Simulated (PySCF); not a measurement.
CH6GeOSi. Atoms are numbered in the order given.

```xyz
10

C     -1.4923    -0.1346     0.0000
O     -0.9254    -1.4637     0.0000
Si     0.7659    -1.3281     0.0000
Ge     0.1963     0.9777     0.0000
H     -2.1196     0.0084     0.8953
H     -2.1196     0.0084    -0.8953
H      1.3900    -1.9449    -1.2038
H      1.3900    -1.9449     1.2038
H      0.4062     1.8482     1.2529
H      0.4062     1.8482    -1.2529
```

Geometry: TPSSh-D3(BJ)/def2-SVP. This is a generated structure with no PubChem entry under its InChIKey; it may be hypothetical.

These are TDDFT-B3LYP/def2-SVPD in PySCF values and carry that method's errors.

Vertical excitations.  State labels are in the subgroup Cs.

Computed lowest excited states:
```tsv
state	symmetry	energy (eV)	λ (nm)	f	main pairs
S1	A'	5.85	212	0.070	HOMO→LUMO 76 %, HOMO→LUMO+1 14 %
S2	A"	6.01	206	0.000	HOMO−2→LUMO 95 %
S3	A'	6.11	203	0.022	HOMO−1→LUMO 88 %
S4	A'	6.33	196	0.105	HOMO−1→LUMO+1 67 %, HOMO→LUMO+1 16 %, HOMO→LUMO 12 %
S5	A'	6.39	194	0.072	HOMO→LUMO+1 49 %, HOMO−1→LUMO+1 29 %, HOMO→LUMO 8 %
S6	A"	6.40	194	0.000	HOMO−2→LUMO+1 95 %
S7	A"	6.66	186	0.009	HOMO→LUMO+3 87 %
S8	A'	6.69	185	0.017	HOMO→LUMO+2 90 %
S9	A"	7.05	176	0.004	HOMO−2→LUMO+2 59 %, HOMO−1→LUMO+3 35 %
S10	A'	7.05	176	0.079	HOMO−1→LUMO+2 92 %
T1	A'	5.19	239	0	HOMO→LUMO 90 %
T2	A'	5.49	226	0	HOMO→LUMO+1 93 %
T3	A"	5.77	215	0	HOMO−2→LUMO 89 %
T4	A'	5.81	213	0	HOMO−1→LUMO 91 %
```
Triplets are in the Tamm–Dancoff approximation, which puts them higher than full response would, so one can lie above its singlet here.
